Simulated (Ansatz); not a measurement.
Basis-set extrapolation for `[CH2]1C[SiH2][AlH]1` (PBE0-D4/def2-TZVP geometry, frozen core, Ansatz). Multiplicity 1, RHF reference.

```json
{"": "HF", "def2-TZVPP": "-610.663902", "def2-QZVPP": "-610.683126"}
{"": "MP2 correlation", "def2-TZVPP": "-0.547300", "def2-QZVPP": "-0.583277"}
{"": "CCSD(T) correlation", "def2-TZVPP": "-0.623169", "def2-QZVPP": "not run"}
```

Energies in hartree. Use E(X) = E(∞) + A·exp(−7.88·√X) for Hartree–Fock and E(X) = E(∞) + B·X^(−2.97) for correlation, with X = 3 and 4, and add CCSD(T) minus MP2 of the smaller set to the MP2 limit.

**Question.** What is the CCSD(T) energy at the basis-set limit?

**Answer.** HF limit: -610.683126 + (-0.019224) × 0.13774 = -610.68577. MP2 limit: -0.583277 + (-0.035977) × 0.74074 = -0.60993. Higher-order term: -0.623169 − (-0.547300) = -0.07587. Total: -611.37157 hartree, 221.9 kJ/mol below CCSD(T)/def2-TZVPP.
